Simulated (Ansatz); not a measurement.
`[CH3][GeH]([F])[Cl]` + `[SiH3]N[SiH3]` → `[F][GeH]([Cl])[N]([SiH3])[SiH3]` + CH₄ at 700 K and 1 bar (ligand exchange at a Ge–C bond).

Calculated with Ansatz (gas phase, PBE0-D4/def2-TZVP geometries, no zero-point term in ΔE). CBS: MP2 limit from def2 TZ/QZ plus the TZ coupled-cluster correction, frozen cores. This one scheme is used for every species. For Ge outer-core shells are correlated without core-valence functions, which leaves a few kJ/mol of doubt a bond. Scalar relativity is left out up to krypton. Each species was taken in one conformer, which may not be the lowest.

```
                          species  CCSD(T)/CBS energy (Eh)  H − E (kJ/mol)  S (J/(mol·K))
            `[CH3][GeH]([F])[Cl]`              -2676.23424           192.1          431.2
                  `[SiH3]N[SiH3]`               -637.10515           245.6          444.2
`[F][GeH]([Cl])[N]([SiH3])[SiH3]`              -3272.89201           292.1          605.7
                              CH₄                -40.46206           145.9          224.0
```

H − E and S are ideal-gas, rigid-rotor, harmonic terms from PBE0-D4/def2-TZVP, for one conformer and one mirror image of each species. 1 Eh = 2625.50 kJ/mol, R = 8.31446 J/(mol·K).

Problem. By hand: ΔE, ΔH, ΔS and ΔG.

Solution. ΔE = (-3272.89201) + (-40.46206) − (-2676.23424) − (-637.10515) = -0.01468 Eh = -38.5 kJ/mol. Δ(H − E) = 292.1 + 145.9 − 192.1 − 245.6 = 0.3, so ΔH = -38.2 kJ/mol. ΔS = 605.7 + 224.0 − 431.2 − 444.2 = -45.7 J/(mol·K). ΔG = -38.2 − 700 × (-45.7)/1000 = -6.2 kJ/mol.

Problem. By hand: the equilibrium constant, and the temperature at which ΔG would vanish if ΔH and ΔS stayed fixed.

Solution. log₁₀ K = −ΔG/(RT ln 10) = 0.5. ΔG = 0 at ΔH/ΔS = 836 K.

TΔS isn't small against ΔH here. A doubt of 5 kJ/mol in ΔE shifts log₁₀ K by 0.4 here. Other conformers and mirror images would add mixing entropy, several J/(mol·K) or more a flexible species. Modes under 60 cm⁻¹, often nearly free rotors, make the harmonic entropy too high. These are equilibria of isolated gas molecules and say nothing of rates. Largest T1 diagnostic: 0.012 (customary marks: 0.02 for closed shells, 0.045 for open ones).
